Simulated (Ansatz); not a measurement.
`[SiH3]/C=C/I` + `OC[SiH2]Cl` → `[SiH3]OC[SiH2]Cl` + `C=CI`  (ligand exchange at the Si–C bond)

Isolated molecules relaxed with PBE0-D4/def2-TZVP in Ansatz; ΔE leaves out vibrations. CCSD(T)/CBS adds triple-zeta CCSD(T) − MP2 to the extrapolated MP2 energy (def2 sets, frozen cores). def2 core potentials past Kr. For I outer-core shells are correlated without core-valence functions, which leaves a few kJ/mol of doubt a bond. Each species was taken in one conformer, which may not be the lowest.

```json
{"species": "`[SiH3]/C=C/I`", "HF/def2-QZVPP energy (Eh)": "-664.26467"}
{"species": "`OC[SiH2]Cl`", "HF/def2-QZVPP energy (Eh)": "-864.21495"}
{"species": "`[SiH3]OC[SiH2]Cl`", "HF/def2-QZVPP energy (Eh)": "-1154.37343"}
{"species": "`C=CI`", "HF/def2-QZVPP energy (Eh)": "-374.14579"}
```

Work out ΔE.

ΔE = (-1154.37343) + (-374.14579) − (-664.26467) − (-864.21495) = -0.03960 Eh = -104.0 kJ/mol. CCSD(T)/CBS gives -81.3 kJ/mol.

Largest T1 diagnostic among the species: 0.011.

From PBE to PBE0 (25 % exact exchange), in def2-TZVPP and without D4, ΔE moves by −5.9 kJ/mol. In def2-TZVPP, CCSD(T) changes the Hartree–Fock value by +20.5 kJ/mol (the triples alone add +3.6 kJ/mol) and MP2 by +20.4 kJ/mol.
